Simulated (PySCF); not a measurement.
## Worked example: dipole moment from atomic charges

BClH₄O₂Si, SMILES OB(O)[SiH2]Cl. Atoms are numbered in the order given.

```xyz
9

Si    -1.0000    -0.3663     0.0000
Cl     0.3908    -1.9537     0.0000
B      0.1696     1.3145     0.0000
O     -0.2962     2.5921     0.0000
O      1.5126     1.1483     0.0000
H     -1.8703    -0.5237    -1.2016
H     -1.8703    -0.5237     1.2016
H     -1.2552     2.6756     0.0000
H      1.7737     0.2157     0.0000
```
Charge 0, spin multiplicity 1.

Coordinates come from a B3LYP-D3(BJ)/def2-SVP optimisation. Other conformers were not sampled.

Charges (e) from ωB97X/def2-TZVP (PySCF):

```json
[
 {"atom": "Si1", "Mulliken": "0.190", "ESP fit": "-0.018"},
 {"atom": "Cl2", "Mulliken": "-0.273", "ESP fit": "-0.148"},
 {"atom": "B3", "Mulliken": "0.233", "ESP fit": "0.512"},
 {"atom": "O4", "Mulliken": "-0.400", "ESP fit": "-0.607"},
 {"atom": "O5", "Mulliken": "-0.376", "ESP fit": "-0.516"},
 {"atom": "H6", "Mulliken": "-0.019", "ESP fit": "0.003"},
 {"atom": "H7", "Mulliken": "-0.019", "ESP fit": "0.003"},
 {"atom": "H8", "Mulliken": "0.335", "ESP fit": "0.424"},
 {"atom": "H9", "Mulliken": "0.328", "ESP fit": "0.348"}
]
```

The dipole moment of the full density is 2.32 D.

Task: What dipole moment does each set of point charges give, and which comes closer to that of the density?

Result: 
μ = Σ q r, and 1 e Å = 4.8032 D.
Mulliken: Σ q r = (-0.475, 0.288, 0.000) e Å, |μ| = 2.67 D.
ESP fit: Σ q r = (-0.480, 0.009, 0.000) e Å, |μ| = 2.31 D.
ESP fit comes closer in size. Point charges leave out the atoms' own dipoles (lone pairs, polarised bonds); fits to the potential absorb them, partitions of the density don't.
